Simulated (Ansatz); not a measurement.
Si(OH)4 (SiO₄H₄), 9 atoms. Hardware: 4 threads of Arm Neoverse V1 on a shared host.

Correlated methods freeze 9 core orbitals.

Task: How many basis functions does each of these Ansatz runs have, and roughly what does it cost? PBE0-D4/def2-SVP, charge 0 singlet, energy, from earlier orbitals; MP2/def2-TZVP, charge 0 singlet, energy, from earlier orbitals; PBE-D4/def2-TZVP, charge 0 singlet, energy, from earlier orbitals; r2SCAN-D4/def2-TZVP, charge 0 singlet, energy and forces, from earlier orbitals; PBE0-D4/def2-TZVP, charge 0 triplet at the geometry of the charge 0 singlet, energy; HF/6-31G, charge 0 singlet, energy; PBE-D4/def2-TZVP, charge 1 doublet at the geometry of the charge 0 singlet, energy, from earlier orbitals; CCSD(T)/def2-TZVPP, charge 0 singlet, energy, from earlier orbitals; r2SCAN-D4/def2-TZVP, charge 1 doublet at the geometry of the charge 0 singlet, energy, from earlier orbitals; PBE0-D4/def2-TZVP, charge 0 singlet, energy, from earlier orbitals; PBE-D4/def2-TZVP, charge 0 triplet at the geometry of the charge 0 singlet, energy, from earlier orbitals; r2SCANh-D4/def2-TZVP, charge 0 singlet, energy, from earlier orbitals.

Result: Other jobs shared the machine, so times can vary by a factor of up to 3. A dash marks memory too small to be measured apart from the calling script's.

```tsv
run	functions	fitting or Cholesky vectors	wall time	peak host memory (GiB)
HF/6-31G, charge 0 singlet, energy	57	568	0.2 s	–
PBE0-D4/def2-SVP, charge 0 singlet, energy, from earlier orbitals	94	1000	0.75 s	–
PBE-D4/def2-TZVP, charge 0 singlet, energy, from earlier orbitals	185	1032	1.2 s	–
MP2/def2-TZVP, charge 0 singlet, energy, from earlier orbitals	185	1230	1.4 s	–
PBE0-D4/def2-TZVP, charge 0 singlet, energy, from earlier orbitals	185	1048	1.6 s	–
r2SCAN-D4/def2-TZVP, charge 0 singlet, energy and forces, from earlier orbitals	185	1032	2.8 s	–
r2SCANh-D4/def2-TZVP, charge 0 singlet, energy, from earlier orbitals	185	1032	2.9 s	–
PBE-D4/def2-TZVP, charge 1 doublet at the geometry of the charge 0 singlet, energy, from earlier orbitals	185	1032	2.9 s	–
PBE-D4/def2-TZVP, charge 0 triplet at the geometry of the charge 0 singlet, energy, from earlier orbitals	185	1032	3.9 s	–
r2SCAN-D4/def2-TZVP, charge 1 doublet at the geometry of the charge 0 singlet, energy, from earlier orbitals	185	1032	7 s	–
PBE0-D4/def2-TZVP, charge 0 triplet at the geometry of the charge 0 singlet, energy	185	1048	13 s	0.68
CCSD(T)/def2-TZVPP, charge 0 singlet, energy, from earlier orbitals	222	1370	4.2 min	1.9
```
